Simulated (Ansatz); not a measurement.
The cluster Cd₃F₄⁺. Charge 1, multiplicity 2. Geometry r2SCAN-D4/def2-SVP; atoms count from 1.

```xyz
7

Cd    0.421   -1.084    1.383
Cd    1.363    0.885   -0.805
Cd   -2.437    0.272   -0.796
F    -1.553   -0.905    0.808
F     1.240    0.880    1.320
F     1.534   -1.204   -0.428
F    -0.569    1.156   -1.481
```

In the def2 sets Cd takes a core potential; there is no spin–orbit coupling. Another isomer (doublet) lies 0.03 eV lower at PBE0-D4/def2-TZVP; other spin states weren't run for this one.

(1) Estimate the Mulliken populations from the PBE0/def2-TZVP orbitals of Ansatz.

(2) Where does the spin sit?

(3) And the Mayer bond orders between heavy atoms (over 0.3)?

## Answers

(1) 
| atom | charge (e) | spin (α − β) | d electrons |
| --- | --- | --- | --- |
| Cd1 | 1.24 | 0.10 | 10.05 |
| Cd2 | 1.24 | 0.10 | 10.05 |
| Cd3 | 0.84 | 0.82 | 10.02 |
| F4 | -0.60 | -0.01 | – |
| F5 | -0.56 | 0.00 | – |
| F6 | -0.56 | 0.00 | – |
| F7 | -0.60 | -0.01 | – |
Mulliken values depend strongly on the basis.

(2) Summed by element: Cd 1.01, F -0.01, of 1 unpaired in all. Largest on single atoms: Cd3 0.82, Cd2 0.10, Cd1 0.10.

(3) Cd1–F4 0.39 (2.06 Å); Cd1–F5 0.35 (2.13 Å); Cd1–F6 0.35 (2.13 Å); Cd2–F5 0.35 (2.13 Å); Cd2–F6 0.35 (2.13 Å); Cd2–F7 0.39 (2.07 Å).
